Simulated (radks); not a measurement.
The numbers below are computed, except where a source is named.
Polarisability of the oxygen ion O3+, [He] 2s2 2p1, at imaginary frequency. Level of theory: scalar-relativistic Kohn-Sham, LB94 model potential, spin-polarised, spherical densities, finite nucleus; open shells are filled with parallel spins first; Fermi nuclear charge, rms radius 2.6991 fm (a radial shooting solver on a logarithmic mesh with Libxc functionals). Response by self-consistent Sternheimer equations with the Hartree and adiabatic LDA kernel, the relativistic mass of each level held fixed and spin-orbit coupling left out.

w (hartree),alpha1(iw) (bohr^3)
0.00266,1.362
0.0143,1.362
0.0360,1.359
0.0697,1.349
0.118,1.326
0.186,1.277
0.280,1.188
0.413,1.046
0.605,0.8556
0.892,0.6435
1.35,0.4443
2.12,0.2743
3.59,0.1395
6.94,0.05101
17.5,0.01079

Static values: alpha1 = 1.362 bohr^3 (0.2019 angstrom^3; uncoupled 2.302). C6 = 1.233, triple-dipole C9 = 1.156 atomic units. One-pole (London) frequency 4 C6 / (3 alpha1^2) = 0.886 hartree, against 2.773 for minus the highest occupied eigenvalue.
